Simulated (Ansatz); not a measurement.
**Cost against result**

The pair of NH3 (SMILES N, atoms 1–4) and SbH3 (SMILES [SbH3], atoms 5–8), both closed shells, in one local arrangement (a lower one may exist), relaxed at PBE0-D4/def2-TZVP:

```xyz
8
angstrom
N -0.0126 -0.2536 -1.5335
H 0.7207 -0.7823 -1.9897
H -0.8565 -0.8124 -1.5691
H -0.1764 0.5767 -2.0896
Sb 0.6997 0.4635 1.4487
H -0.0236 -1.0804 1.4851
H -0.7818 1.2350 1.1059
H 0.4305 0.6535 3.1422
```

Interaction energies are counterpoise-corrected; the time is that of the whole pair.

Computed with Ansatz 0.2.0 (basis: as named in each row); correlated methods freeze the cores. Filled d shells of the heavier atoms are correlated. Core potentials replace the inner electrons of the atoms past krypton. The def2 sets are not built for correlating such inner shells, so the correlated values are less sure here. B3LYP uses VWN-RPA correlation. Extrapolation: Hartree–Fock as exp(−7.88 √X), correlation as X^−2.97.

Times are rough, for one single point on 4 threads of a shared host (Arm Neoverse V2).

The estimate by CCSD(T) at an estimated basis limit (MP2 extrapolated from triple and quadruple zeta, plus CCSD(T) − MP2 in triple zeta) is -2.84 kcal/mol.

```
   method        basis  time (s)  interaction energy (kcal/mol)  method less estimate
    SPW92     def2-SVP   under 1                          -5.71                 -2.88
   PBE-D4     def2-SVP   under 1                          -4.25                 -1.41
  PBE0-D4     def2-SVP   under 1                          -4.16                 -1.32
   PBE-D4  def2-TZVPPD   under 1                          -3.49                 -0.65
  CCSD(T)     def2-SVP         1                          -1.76                  1.08
revPBE-D4  def2-TZVPPD         1                          -3.28                 -0.45
  BLYP-D4  def2-TZVPPD         1                          -3.06                 -0.22
  PBE0-D4  def2-TZVPPD         1                          -3.40                 -0.57
 B3LYP-D4  def2-TZVPPD         1                          -3.18                 -0.34
 HSE06-D4  def2-TZVPPD         1                          -3.37                 -0.54
r2SCAN-D4  def2-TZVPPD         2                          -2.99                 -0.15
  wB97M-V     def2-SVP         2                          -3.79                 -0.95
   B2PLYP  def2-TZVPPD         2                          -1.85                  0.99
  wB97X-V  def2-TZVPPD         4                          -3.11                 -0.27
   B97M-V  def2-TZVPPD         4                          -3.63                 -0.79
  wB97M-V  def2-TZVPPD         4                          -3.21                 -0.37
      MP2  def2-QZVPPD         6                          -2.87                 -0.03
  CCSD(T)  def2-TZVPPD        39                          -2.30                  0.53
```

No T1 diagnostic of these runs exceeds 0.015.
